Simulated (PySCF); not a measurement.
Germanium: a sound run and one with changed settings

Sound run: Ge [Ar] 3d10 4s2 4p2, Ge⁺ [Ar] 3d10 4s2 4p1. Calculation: PySCF 2.14, in aug-cc-pVDZ-DK (6s5p3d, 36 functions); the spin-free X2C one-electron Hamiltonian (Gaussian nucleus). The sound run starts from symmetry-adapted Hartree-Fock orbitals and uses a fine grid where one is needed.

Changed run: 14 angular points. This setting is unsound on purpose.

```
species  method  sound run (hartree)  changed run (hartree)  converged
     Ge     UHF          -2096.95964            -2096.95964        yes
     Ge    TPSS          -2098.59891            -2098.59949        yes
     Ge  r2SCAN          -2098.60717            -2098.60914        yes
    Ge⁺     UHF          -2096.68721            -2096.68721        yes
    Ge⁺    TPSS          -2098.30846            -2098.30797        yes
    Ge⁺  r2SCAN          -2098.31082            -2098.31076        yes
```

Ionisation energy of Ge:

| method | sound run (eV) | changed run (eV) |
| --- | --- | --- |
| UHF | 7.413 | 7.413 |
| TPSS | 7.904 | 7.933 |
| r2SCAN | 8.064 | 8.119 |

A coarse angular grid integrates products of high-l functions wrongly, so density functionals can shift, and the SCF can exploit the error; Hartree-Fock and MP2 need no grid.

For comparison, NIST gives 7.899 eV between the lowest levels.
